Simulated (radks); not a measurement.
Values are calculated unless marked as measured or tabulated.
Task: Isoelectronic series with 16 electrons, all held in the configuration [Ne] 3s2 3p4, which need not be the ground one along the series. Level of theory: scalar-relativistic Kohn-Sham, PBEsol, spin-polarised, spherical densities, finite nucleus; open shells are filled with parallel spins first; Fermi nuclear charge, rms radius of each element as measured or else 0.836 A^(1/3) + 0.57 fm (a radial shooting solver on a logarithmic mesh with Libxc functionals). Total energies (hartree) and orbital eigenvalues (hartree):

ion    E (hartree)    3p down      3p up
S       -398.43605   -0.21920   -0.28099
Cl+     -460.26962   -0.66742   -0.74361
Ar2+    -526.88809   -1.24758   -1.33728
K3+     -598.28760   -1.95156   -2.05425
Sc5+    -755.44302   -3.71689   -3.84468
Ti6+    -841.21339   -4.77459   -4.91465
V7+     -931.79189   -5.94761   -6.09984
Cr8+   -1027.19003   -7.23536   -7.39967
Mn9+   -1127.42063   -8.63747   -8.81380
Fe10+  -1232.49765  -10.15369  -10.34198
Co11+  -1342.43591  -11.78387  -11.98409
Ni12+  -1457.25148  -13.52795  -13.74007
Cu13+  -1576.96056  -15.38594  -15.60993
Zn14+  -1701.58138  -17.35786  -17.59372
Ga15+  -1831.13217  -19.44379  -19.69151
Ge16+  -1965.63240  -21.64386  -21.90342

Estimate the row of Ca4+.

Result: E (hartree) -674.47057; 3p down -2.77542; 3p up -2.89077.
